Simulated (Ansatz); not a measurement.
Basis-set extrapolation for `B[SiH]1BO1` (PBE0-D4/def2-TZVP geometry, frozen core, Ansatz). Multiplicity 1, RHF reference.

```
                      def2-TZVPP   def2-QZVPP
                 HF  -415.530350  -415.545374
    MP2 correlation    -0.545972    -0.585799
CCSD(T) correlation    -0.608564      not run
```

Energies in hartree. Use E(X) = E(∞) + A·exp(−7.88·√X) for Hartree–Fock and E(X) = E(∞) + B·X^(−2.97) for correlation, with X = 3 and 4, and add CCSD(T) minus MP2 of the smaller set to the MP2 limit.

Task: What is the CCSD(T) energy at the basis-set limit?

Result: HF limit: -415.545374 + (-0.015024) × 0.13774 = -415.54744. MP2 limit: -0.585799 + (-0.039827) × 0.74074 = -0.61530. Higher-order term: -0.608564 − (-0.545972) = -0.06259. Total: -416.22533 hartree, 226.9 kJ/mol below CCSD(T)/def2-TZVPP.
